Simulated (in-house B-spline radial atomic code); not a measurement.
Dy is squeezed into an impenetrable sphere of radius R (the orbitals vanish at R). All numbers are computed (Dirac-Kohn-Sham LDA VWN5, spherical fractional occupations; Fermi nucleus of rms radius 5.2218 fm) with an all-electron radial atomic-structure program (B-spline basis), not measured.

Energies in eV above the free atom in [Xe] 4f10 6s2:

```csv
R (bohr),highest level (eV),[Xe] 4f10 6s2,[Kr] 4d10 4f10 5s2 5p5 6s2 6f1,[Xe] 4f10 6s1 6f1
9.04,-2.64,0.1566,40.45,16.7
5.83,-0.527,3.347,60.01,36.53
5.01,1.84,7.575,74.6,50.12
4,10.6,23.14,113.6,84.24
3.34,25.6,54.74,174.2,135.2
3.26,28.5,61.39,185.7,144.7
2.44,91.9,235.4,441.5,357.8
2.25,124,338.5,577.7,472.7
1.82,259,847.3,1201,1009
1.21,945,4431,5155,4573
```

Question: Does [Kr] 4d10 4f10 5s2 5p5 6s2 6f1 fall below [Xe] 4f10 6s2 under compression?

Answer: No, it stays above over the whole range.

Question: Does [Xe] 4f10 6s1 6f1 fall below [Xe] 4f10 6s2 under compression?

Answer: No, it stays above over the whole range.

The highest level is first positive in the row R = 5.01 bohr, pushed up by confinement above the zero of the free ion's potential. Each configuration is held fixed and needn't be the lowest in the sphere.
